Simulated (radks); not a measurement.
Question: The bismuth ion Bi5+ is in [Xe] 4f14 5d10. All-electron calculation, scalar-relativistic Kohn-Sham, PBEsol, spin-polarised, spherical densities, finite nucleus; Fermi nuclear charge, rms radius of each element as measured or else 0.836 A^(1/3) + 0.57 fm. Program: a radial shooting solver on a logarithmic mesh with Libxc functionals. Open shells are filled with parallel spins first. One electron is removed from 5d, 5s, 5p, 4f in turn, with full relaxation. Which removal costs least, and what does each cost?

Answer: 5d 89.179 eV; 5p 160.20 eV; 5s 222.97 eV; 4f 224.50 eV. The 5d electron leaves first.
